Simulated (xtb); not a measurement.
F$_{6}$Si$_{2}$, triplet, at the geometry of the source list (a higher spin typed on purpose: for a closed-shell molecule this is an excited state).

The xtb input:
```
$ xtb mol.xyz --gfn 1 --uhf 2 --json

# file mol.xyz
8

F      1.90460000    -0.27700000    -1.23620000
Si     1.11560000    -0.06470000     0.11950000
F      1.77810000     1.22330000     0.75800000
F      1.60380000    -1.25280000     1.04440000
Si    -1.11560000     0.06470000    -0.11950000
F     -1.60380000     1.25280000    -1.04440000
F     -1.77810000    -1.22330000    -0.75800000
F     -1.90460000     0.27700000     1.23620000
```

Problem. Predict the dipole moment from GFN1-xTB in xtb 6.7.1.

Solution. 0.00 D

Problem. What is the computed total energy (GFN1-xTB)?

Solution. -34.7841 Eh

Problem. Estimate the partial charges in atom order that GFN1-xTB returns for this input.

Solution. F1 -0.20, Si2 0.61, F3 -0.20, F4 -0.20, Si5 0.61, F6 -0.20, F7 -0.20, F8 -0.20
